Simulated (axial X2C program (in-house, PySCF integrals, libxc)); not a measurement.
**Worked dissociation energy of BeFe: PW91, two-component**

Calculated with an axial X2C code built on PySCF integrals. Two-component (2c) means X2C with spin–orbit coupling and atomic mean-field two-electron Coulomb and Gaunt terms. Basis: Fe dyall-cv3z [9s10p6d3f2g], Be dyall-cv3z [8s8p3d1f] (cores contracted in-house); Gaussian nuclei, density fitting, unrestricted open shells. Masses: Fe 55.935 u, Be 9.012 u.

Molecular state: Ω = 2 (⟨Sz⟩ = 2.00, ⟨Lz⟩ = 0.00 at PW91).

```
E(Fe) (2M_J = 8) : -1272.417267 hartree
E(Be) (2M_J = 0) : -14.650167 hartree
E(BeFe) at Re    : -1287.130777 hartree
ωe               : 511.3 cm⁻¹
ωexe             : 3.37 cm⁻¹
```

(1) Work out De and D0.

One determinant describes the state; a PBE0 search over occupations chose it and may have missed a lower one. De is counted from the lowest determinant-based energies of the atoms at the same level, without counterpoise correction. Density functionals use the spin component along the axis (collinear). Other states lie close and PBE0, whose exact exchange favours high spin, may order them wrongly; the determinant shown need not be the ground state. The nearest other 2c determinant of the search, Ω = 1, lies 0.32 eV up at the distance of the search. Without a current term, density functionals place determinants with orbital angular momentum somewhat too high. With several unpaired electrons one determinant need not be a pure state. Open-shell Ω = 0 determinants with evenly filled partner blocks cannot be reached by this program, so the Ω shown need not be the lowest component. The determinant is spin-polarised beyond a pure state at some levels (its spin-free form has ⟨S²⟩ too high), which makes Re and μ there less reliable.

Each atomic determinant is the lowest at this level and need not be a pure J level. Totals compare only within one Hamiltonian and basis.

Answers

(1) De = -1272.417267 + (-14.650167) − (-1287.130777) = 0.06334 hartree = 1.724 eV. The zero-point energy is ωe/2 − ωexe/4 = 255 cm⁻¹ = 0.032 eV, so D0 = 1.692 eV.
